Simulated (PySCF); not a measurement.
**Orbital picture of SbH**

TPSSh at R = 1.725 Å; basis Sb aug-cc-pVDZ-PP with ECP28, H aug-cc-pVDZ; scalar-relativistic core potentials; PySCF 2.14. State: ³Σ⁻ (triplet), unpaired electrons π ↑↑. Only the outer orbitals are listed, counted within each symmetry, core potentials removing the inner ones.

| spin | orbital | occ. | ε (eV) | on Sb (%) | main shells (%) |
| --- | --- | --- | --- | --- | --- |
| α | 4σ | 1 | -14.79 | 89 | 88 Sb s, 11 H s |
| α | 5σ | 1 | -8.29 | 61 | 50 Sb p, 39 H s, 10 Sb s |
| α | 3π | 1 | -5.90 | 100 | 100 Sb p |
| α | 3π | 1 | -5.90 | 100 | 100 Sb p |
| α | 6σ | 0 | -0.57 | 7 | 94 H s, 37 Sb p |
| α | 7σ | 0 | 0.40 | 88 | 51 Sb s, 19 Sb p, 18 Sb d |
| α | 8σ | 0 | 0.98 | 83 | 69 Sb p, 20 H s, 14 Sb s |
| β | 4σ | 1 | -13.34 | 82 | 80 Sb s, 18 H s |
| β | 5σ | 1 | -7.83 | 57 | 43 H s, 38 Sb p, 18 Sb s |
| β | 3π | 0 | -3.38 | 98 | 98 Sb p |
| β | 3π | 0 | -3.38 | 98 | 98 Sb p |
| β | 6σ | 0 | -0.25 | -5 | 103 H s, 34 Sb p |

Question: Which are the highest filled and the lowest empty level, where do they sit, and how wide is the gap?

Answer: Highest filled α 3π at -5.90 eV (in %: 100 Sb p); lowest empty β 3π at -3.38 eV (in %: 98 Sb p); the gap at TPSSh is 2.52 eV. Both belong to one degenerate shell, split only by its one-sided filling, so this is no excitation gap.

```
bond order (Mayer)                              : 0.91
⟨S²⟩                                            : 2.005
charge on Sb (Mulliken, basis-dependent)        : 0.11
charge on Sb (Löwdin, basis-dependent)          : 0.29
dipole moment (positive dipole means Sb(−)H(+)) : -0.26 D
```

Shares are Mulliken populations and can fall outside 0 to 100 %.

Spin–orbit coupling is left out. The state is the lowest determinant that a PBE0 search found; another state may lie lower at other levels.
